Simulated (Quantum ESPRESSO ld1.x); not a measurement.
Values are calculated unless marked as measured or tabulated.
Task: All-electron atom: Sm in [Xe] 4f6 6s2 (the NIST ground configuration). Code: ld1.x of Quantum ESPRESSO 7.5. Model: scalar-relativistic Kohn-Sham, PBE, spin-unpolarised, spherical densities, point nucleus. Some entries of the table are withheld. Estimate them.

orbital  occ.  eigenvalue (Ry)  <r> (bohr)  r(max) (bohr)
1s          2         -3430.94     0.02274          0.015
2s          2         -560.645     0.09700          0.082
2p          6         -500.084     0.08547          0.067
3s          2         -122.835      0.2549          0.233
3p          6         -103.906      0.2533          0.230
3d         10         -78.2938      0.2310          0.188
4s          2         -24.4078      0.5791          0.541
4p          6         -18.1886      0.6132          0.563
4d         10         -9.46651      0.6707          0.586
5s          2              (1)         (2)           1.26
5p          6         -1.70740       1.661            (3)
6s          2         -0.26330         (4)           3.69
4f          6              (5)         (6)          0.614

Result: 
(1) 5s eigenvalue (Ry): -3.18020
(2) 5s <r> (bohr): 1.410
(3) 5p r(max) (bohr): 1.43
(4) 6s <r> (bohr): 4.321
(5) 4f eigenvalue (Ry): -0.18154
(6) 4f <r> (bohr): 1.019
